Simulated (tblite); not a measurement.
CH3Cl, charge +1, doublet, at a GFN2-xTB geometry (a state made from the parent by changing its charge; the spin is typed, not shown lowest); GFN1-xTB (tblite).

tblite was given this input:
```
$ tblite run mol.xyz --method gfn1 --charge 1 --spin 1 --grad --json tblite.json --no-restart

# file mol.xyz
5

C     -0.00131604     0.04523262    -1.08238306
Cl     0.00077875    -0.02676598     0.64048998
H     -0.03211593     1.09416315    -1.42147319
H      0.90873300    -0.42897516    -1.48626886
H     -0.88195964    -0.48156210    -1.48628921
```

What the program printed (banner, timings and long lists left out):

```
xTB calculator
 | screened Coulomb repulsion
 | Coulomb electrostatics
 |  * isotropic Klopman-Ohno-Mataga-Nishimoto electrostatics
 |  * onsite third-order electrostatics
 | DFT-D3(BJ) dispersion correction

halogen bonding energy    0.0000000000000E+00 Eh
repulsion energy          5.3636158351001E-02 Eh
dispersion energy        -8.3234450390566E-04 Eh
number of electrons       1.3000000000000E+01 e
integral cutoff           1.9731147476801E+01 bohr

------------------------------------------------------------
  cycle        total energy    energy error   density error
------------------------------------------------------------
      1     -7.327696619937  -7.3805004E+00   5.2406894E-01
      2     -7.392670609302  -6.4973989E-02   2.0962012E-01
      3     -7.393486081015  -8.1547171E-04   1.1837158E-01
      4     -7.393848010126  -3.6192911E-04   1.7195590E-02
      5     -7.391428960565   2.4190496E-03   5.0979828E-02
      6     -7.394155399445  -2.7264389E-03   3.8376206E-04
      7     -7.394155563312  -1.6386703E-07   6.3184867E-05
      8     -7.394155566791  -3.4786751E-09   1.4558852E-05
------------------------------------------------------------

electronic energy        -7.4469593806381E+00 Eh
total energy             -7.3941555667910E+00 Eh

Post processing:
 | Mayer-Wiberg bond orders

[Info] Tight-binding results written to 'tblite.txt'
[Info] JSON dump of results written to 'tblite.json'
```
